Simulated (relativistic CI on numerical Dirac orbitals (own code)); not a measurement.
**Cu3+: L2,3 absorption edge**

Computed with this model: Dirac-Coulomb-Breit CI, separate exchange-only KLI orbitals for each configuration, a model potential for QED, valence Slater integrals scaled by 0.8, multiplet model of core-to-valence dipole absorption; configurations [Ar] 3d8 → [He] 2s2 2p5 3s2 3p6 3d9; 300 K; Lorentzian 0.24 eV and Gaussian 0.3 eV FWHM. Energies are those of the free ion, without screening or charge transfer. The branching ratio is the share of the lower-energy edge in the whole absorption, uncertain by about 0.02 where the edges overlap. S is read from ⟨S²⟩ = S(S + 1).

Field parameters in Wybourne normalisation: Oh B⁴₀ = 21Dq, B⁴₄ = √(5/14) B⁴₀. The field is a parameter set, without covalency.

Computed curve for Oh, 10Dq = 9300 cm⁻¹, scaled to 100 at the maximum (points under 2 are left out and the grid is thinned):

```json
{"Energy (eV)": "933.2", "Intensity": "2.2"}
{"Energy (eV)": "933.4", "Intensity": "3.1"}
{"Energy (eV)": "933.6", "Intensity": "5.0"}
{"Energy (eV)": "933.8", "Intensity": "9.4"}
{"Energy (eV)": "934.0", "Intensity": "24.5"}
{"Energy (eV)": "934.2", "Intensity": "66.5"}
{"Energy (eV)": "934.4", "Intensity": "100.0"}
{"Energy (eV)": "934.6", "Intensity": "81.8"}
{"Energy (eV)": "934.8", "Intensity": "57.0"}
{"Energy (eV)": "935.0", "Intensity": "28.3"}
{"Energy (eV)": "935.2", "Intensity": "15.0"}
{"Energy (eV)": "935.4", "Intensity": "17.2"}
{"Energy (eV)": "935.6", "Intensity": "14.1"}
{"Energy (eV)": "935.8", "Intensity": "7.3"}
{"Energy (eV)": "936.0", "Intensity": "6.4"}
{"Energy (eV)": "936.2", "Intensity": "8.8"}
{"Energy (eV)": "936.4", "Intensity": "8.9"}
{"Energy (eV)": "936.6", "Intensity": "11.0"}
{"Energy (eV)": "936.8", "Intensity": "17.3"}
{"Energy (eV)": "937.0", "Intensity": "21.3"}
{"Energy (eV)": "937.2", "Intensity": "17.6"}
{"Energy (eV)": "937.4", "Intensity": "7.9"}
{"Energy (eV)": "937.6", "Intensity": "5.7"}
{"Energy (eV)": "937.8", "Intensity": "7.4"}
{"Energy (eV)": "938.0", "Intensity": "5.2"}
{"Energy (eV)": "938.2", "Intensity": "2.5"}
{"Energy (eV)": "954.4", "Intensity": "4.9"}
{"Energy (eV)": "954.6", "Intensity": "14.8"}
{"Energy (eV)": "954.8", "Intensity": "24.1"}
{"Energy (eV)": "955.0", "Intensity": "13.7"}
{"Energy (eV)": "955.2", "Intensity": "5.0"}
{"Energy (eV)": "955.4", "Intensity": "3.0"}
{"Energy (eV)": "955.6", "Intensity": "3.5"}
{"Energy (eV)": "955.8", "Intensity": "7.7"}
{"Energy (eV)": "956.0", "Intensity": "22.4"}
{"Energy (eV)": "956.2", "Intensity": "33.0"}
{"Energy (eV)": "956.4", "Intensity": "17.0"}
{"Energy (eV)": "956.6", "Intensity": "5.8"}
{"Energy (eV)": "956.8", "Intensity": "3.3"}
{"Energy (eV)": "957.0", "Intensity": "2.4"}
```

The ground state has S = 1.00, and the centroid lies at 939.95 eV.
